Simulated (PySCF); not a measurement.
# Exercise with solution: chemical shift, span and skew from a shielding tensor

CH7ClO2Si2, SMILES [Si@@H]([Si@H](O)C)(O)Cl. Atoms are numbered in the order given.

```xyz
13

C     -2.6154    -0.9318     0.8729
Si    -1.3777     0.0683    -0.1150
O     -1.2233     1.6456     0.4779
Si     0.8636    -0.4975     0.2557
O      1.3211     0.6494     1.3638
Cl     1.9125    -0.3097    -1.5323
H     -3.6334    -0.5201     0.7843
H     -2.3427    -0.9517     1.9391
H     -2.6420    -1.9709     0.5064
H     -1.7898     0.0935    -1.5542
H     -1.9395     2.2686     0.3233
H      1.2018    -1.8379     0.8005
H      0.7388     1.4236     1.3094
```
Charge 0, spin multiplicity 1.

Coordinates come from a PBE0-D3(BJ)/def2-SVP optimisation. The structure was generated by enumeration; whether it is a known compound was not checked. The values are those of a single conformer.

GIAO shieldings from PySCF with PBE0/pcSseg-1, non-relativistic, no solvent. The symmetric part of the tensor of Si2 has the principal values 295.8, 365.7, 395.6 ppm. The same nucleus in TMS has σ = 352.7 ppm at this level (PySCF, at its B3LYP-D3(BJ)/def2-TZVP geometry). Without spin–orbit terms, shifts of atoms bonded to Cl or Br come out too high.

Question: Work out the isotropic shielding, the ²⁹Si shift against TMS, the span and the skew.

Answer: 
σ(iso) = (σ11 + σ22 + σ33)/3 = 352.4 ppm. δ = σ(ref) − σ(iso) = 352.7 − (352.4) = 0.3 ppm.
Span Ω = σ33 − σ11 = 99.8 ppm. Skew κ = 3(σ(iso) − σ22)/Ω = -0.40. Tumbling in solution averages the tensor to δ; in a static solid the shielding alone would spread this spin-1/2 line over Ω.
